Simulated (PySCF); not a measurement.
A mixed set of molecules.

All values: PBE0/def2-SVPD (PySCF) at GFN2-xTB geometries, gas phase, one conformer each. Core orbitals are frozen in the response; Δα² is half the sum of the squared differences of the principal polarisabilities.

(1) Rank by mean static polarisability, highest first.
A. `C=N[Si@@H](N)C[SiH2][SiH3]`
B. `C=NCC`
C. `C[SiH2]CO[C@@H]1C[SiH2]1`
D. `C1[C@H]([C@@H]1C)[SiH2]O[SiH3]`
E. `[SiH3]CCO[C@H]1C[SiH2]1`

(2) Rank by HOMO–LUMO gap, highest first.
A. `C[SiH2]CO[C@@H]1C[SiH2]1`
B. `C[C@@H]1C[C@H]1[SiH2]O[SiH3]`
C. `C=N[Si@@H](N)C[SiH2][SiH3]`
D. `[SiH3]CCO[C@H]1C[SiH2]1`

Results:

(1) A (18.07 Å³), C (16.22 Å³), E (15.86 Å³), D (14.69 Å³), B (6.99 Å³).

(2) B (7.81 eV), D (7.00 eV), A (6.50 eV), C (6.08 eV).

All values together:

```json
{"SMILES": "C[SiH2]CO[C@@H]1C[SiH2]1", "formula": "C4H12OSi2", "μ (D)": "1.45", "HOMO (eV)": "-6.38", "LUMO (eV)": "0.12", "α (Å³)": "16.22", "Δα (Å³)": "4.94", "electrons": "72", "α per electron (Å³)": "0.225"}
{"SMILES": "C[C@@H]1C[C@H]1[SiH2]O[SiH3]", "formula": "C4H12OSi2", "μ (D)": "0.93", "HOMO (eV)": "-7.78", "LUMO (eV)": "0.03", "α (Å³)": "14.69", "Δα (Å³)": "2.58", "electrons": "72", "α per electron (Å³)": "0.204"}
{"SMILES": "CN1[SiH2]C([SiH3])[SiH2]1", "formula": "C2H11NSi3", "μ (D)": "1.03", "HOMO (eV)": "-6.78", "LUMO (eV)": "-0.61", "α (Å³)": "16.12", "Δα (Å³)": "4.10", "electrons": "72", "α per electron (Å³)": "0.224"}
{"SMILES": "C=NCC", "formula": "C3H7N", "μ (D)": "1.39", "HOMO (eV)": "-7.21", "LUMO (eV)": "-0.26", "α (Å³)": "6.99", "Δα (Å³)": "2.90", "electrons": "32", "α per electron (Å³)": "0.219"}
{"SMILES": "[SiH3]CCO[C@H]1C[SiH2]1", "formula": "C4H12OSi2", "μ (D)": "1.78", "HOMO (eV)": "-6.93", "LUMO (eV)": "0.07", "α (Å³)": "15.86", "Δα (Å³)": "4.52", "electrons": "72", "α per electron (Å³)": "0.220"}
{"SMILES": "C=N[Si@@H](N)C[SiH2][SiH3]", "formula": "C2H12N2Si3", "μ (D)": "0.64", "HOMO (eV)": "-7.06", "LUMO (eV)": "-0.98", "α (Å³)": "18.07", "Δα (Å³)": "4.64", "electrons": "80", "α per electron (Å³)": "0.226"}
```

Conformers: `[CH3:1][SiH2:2][CH2:3][O:4][C@@H:5]1[CH2:6][SiH2:7]1` with C1–Si2–C3–O4 179°, Si2–C3–O4–C5 -177°, C3–O4–C5–C6 159°; `[CH3:1][C@@H:2]1[CH2:3][C@H:4]1[SiH2:5][O:6][SiH3:7]` with C3–C4–Si5–O6 34°; `[CH2:1]=[N:2][CH2:3][CH3:4]` with C1–N2–C3–C4 -122°; `[SiH3:1][CH2:2][CH2:3][O:4][C@H:5]1[CH2:6][SiH2:7]1` with Si1–C2–C3–O4 34°, C2–C3–O4–C5 -168°, C3–O4–C5–C6 75°; `[CH2:1]=[N:2][Si@@H:3]([NH2:4])[CH2:5][SiH2:6][SiH3:7]` with C1–N2–Si3–N4 120°, N2–Si3–N4–H 154° and 17°, N2–Si3–C5–Si6 73°, Si3–C5–Si6–Si7 -70°.

Problem. How closely does the mean polarisability follow the number of electrons in this set?

Solution. The correlation coefficient is 0.99; α per electron runs from 0.204 to 0.226 Å³.
